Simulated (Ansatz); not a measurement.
Gas-phase electronic energies from Ansatz, PBE0-D4/def2-TZVP geometries. CCSD(T)/CBS adds triple-zeta CCSD(T) − MP2 to the extrapolated MP2 energy (def2 sets, frozen cores). This one scheme is used for every species. DFT in def2-TZVPP. HSE06 is defined as in plane-wave codes. One conformer a species, not always the lowest.

Reaction (ligand exchange at a B–C bond): `CCB(N)N` + H₂S → `NB(N)S` + ethane

`CCB(N)N`:

Cartesian coordinates in Å:
```
C -1.259 0.591 -1.138
C -0.960 -0.309 0.064
B 0.566 -0.249 0.491
N 1.501 -1.115 -0.127
N 0.990 0.700 1.451
H -2.312 0.548 -1.430
H -0.663 0.302 -2.008
H -1.020 1.636 -0.920
H -1.245 -1.339 -0.178
H -1.600 -0.013 0.903
H 2.489 -1.105 0.052
H 1.224 -1.799 -0.806
H 0.346 1.320 1.907
H 1.944 0.831 1.738
```

H₂S:

Z-matrix (Å, degrees):
```
S
H 1 1.341
H 1 1.341 2 92.3
```

`NB(N)S`:

Z-matrix (Å, degrees):
```
N
B 1 1.411
H 1 1.004 2 122.9
H 1 1.002 2 123.2 3 -175.0
N 2 1.411 1 122.3 3 2.9
S 2 1.844 1 121.3 3 -177.7
H 5 1.003 2 122.8 1 -173.9
H 5 1.004 2 123.3 1 5.9
H 6 1.340 2 97.0 1 13.7
```

`CC`:

Z-matrix (Å, degrees):
```
C
C 1 1.519
H 1 1.093 2 111.4
H 1 1.093 2 111.4 3 120.0
H 1 1.093 2 111.4 3 -120.0
H 2 1.093 1 111.4 3 180.0
H 2 1.093 1 111.4 3 -60.0
H 2 1.093 1 111.4 3 60.0
```

Problem. Is it downhill or uphill in electronic energy at CCSD(T)/CBS, and by how much? (Estimate.)

Solution. Computed: Downhill: ΔE = -60.0 kJ/mol.

Problem. What do these levels give: PBE-D4, revPBE-D4, r2SCANh-D4, BHLYP-D4, ωB97X-V, PBE, BLYP, HSE06, LC-ωPBE, RPA@PBE/def2-TZVPP, CCSD(T)/def2-SVP, HF/def2-QZVPP? (Best estimate.)

Solution. Ansatz gave: PBE-D4 -63.2, revPBE-D4 -63.6, r2SCANh-D4 -65.3, BHLYP-D4 -62.8, ωB97X-V -61.1, PBE -64.8, BLYP -63.8, HSE06 -65.3, LC-ωPBE -63.8, RPA@PBE/def2-TZVPP -54.8, CCSD(T)/def2-SVP -60.4, HF/def2-QZVPP -65.0 kJ/mol.

Largest T1 diagnostic among the species: 0.011.

Leaving LDA and LC-ωPBE aside and taking each functional with its dispersion term where it has one, the values, not all of them listed here, spread over 5.9 kJ/mol, from r2SCAN-D4 to ωB97M-V. LDA lies +4.6 kJ/mol from PBE without D4.
